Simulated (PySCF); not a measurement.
Species: Ta(NEt)(NH2)3, C2H11N4Ta (singlet state).
Bonds: Ta1–N2, Ta1–N10, Ta1–N13, Ta1–N16, N2–C3, C3–C4. Hydrogens: H5, H6 on C3; H7, H8, H9 on C4; H11, H12 on N10; H14, H15 on N13; H17, H18 on N16.

Computed, not measured: PBE0-D3(BJ)/def2-SVP geometry optimisation, gas phase, def2 core potentials past Kr (PySCF 2.14.0).

**Question.** How far are the bound atoms from Ta1?

**Answer.** 4 atoms: N2 1.771 Å, N13 2.005 Å, N10 2.005 Å, N16 2.006 Å. The nearest atom not counted as bound is H11, at 2.72 Å (others tie with it).

**Question.** List the angles at Ta1.

**Answer.** 
```json
{"angle": "N13–Ta1–N16", "degrees": "112.0", "distance of the outer atoms (Å)": "3.33"}
{"angle": "N10–Ta1–N13", "degrees": "111.8", "distance of the outer atoms (Å)": "3.32"}
{"angle": "N10–Ta1–N16", "degrees": "111.5", "distance of the outer atoms (Å)": "3.31"}
{"angle": "N2–Ta1–N16", "degrees": "107.3", "distance of the outer atoms (Å)": "3.04"}
{"angle": "N2–Ta1–N13", "degrees": "107.1", "distance of the outer atoms (Å)": "3.04"}
{"angle": "N2–Ta1–N10", "degrees": "106.9", "distance of the outer atoms (Å)": "3.04"}
```

**Question.** What is the shape at Ta1?

**Answer.** Tetrahedral: angles from 106.9° to 112.0°; τ4 = (360° − α − β)/141° = 0.97 with α and β the two widest (0 for a square, 1 for a tetrahedron). The Ta–N distances aren't all alike: 1.771 to 2.006 Å.

**Question.** What are the other bond lengths?

**Answer.** N2–C3 1.420 Å; C3–C4 1.523 Å; C3–H5, C3–H6 1.107 Å; C4–H7, C4–H8, C4–H9 1.101 Å; N10–H11 and 5 like bonds 1.016 Å.

**Question.** Give some angles away from the centre.

**Answer.** Ta1–N2–C3 177.7°, N2–C3–C4 112.8°.

**Question.** What are the rotational constants (commonest isotopes, rigid rotor)?

**Answer.** A = 2416, B = 986.9, C = 964.9 MHz: a near-prolate asymmetric top.

Point group: C1 (no symmetry element, even within 0.4 Å). Charge 0, singlet. No frequency check.
